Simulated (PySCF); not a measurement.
Which determinant of TiH lies lowest?

Unrestricted PBE0; PySCF, no relativity, basis sets Ti def2-TZVPP, H def2-TZVPP. Outer shells of the fragments: Ti 3d2 4s2; H 1s1.

Followed along the bond (rough minima from three points):

```csv
2Ms+1,unpaired,⟨S²⟩ at the start,R at minimum (Å),Te (eV)
4,"σ ↑, π ↑, δ ↑",3.76,1.76,0.00
4,"σ ↑, π ↑, δ ↑",3.76,1.76,0.00
4,"σ ↑, δ ↑↑",3.77,1.77,0.30
4,"σ ↑, π ↑↑",3.76,1.74,0.37
2,δ ↑,1.31,1.74,0.57
2,"σ ↓, π ↑, δ ↑",1.75,1.76,0.58
```

Solutions found at the starting distance of 1.585 Å, counted from the lowest of them; the search is not exhaustive and high or unbound solutions are not listed, so other states can lie among these:

```tsv
2Ms+1	unpaired	term	E (eV)	⟨S²⟩	⟨Lz²⟩	μ (D)
4	σ ↑, π ↑, δ ↑	mixed	0.00	3.76	4.92	-2.35
4	σ ↑, π ↑, δ ↑	mixed	0.01	3.76	4.91	-2.15
4	σ ↑, δ ↑↑	⁴Σ⁻	0.33	3.77	0.00	-2.82
4	σ ↑, π ↑↑	⁴Σ⁻	0.34	3.76	0.00	-1.90
2	δ ↑	mixed	0.53	1.31	4.17	-2.12
2	σ ↓, π ↑, δ ↑	mixed	0.58	1.75	5.10	-1.75
```

A term symbol is given only where ⟨S²⟩ and ⟨Lz²⟩ are close to those of a pure state; real π, δ and φ orbitals otherwise mix terms. A positive dipole means Ti(−)H(+).

With d or f electrons several states lie close, and the lowest PBE0 determinant need not be the measured ground state.
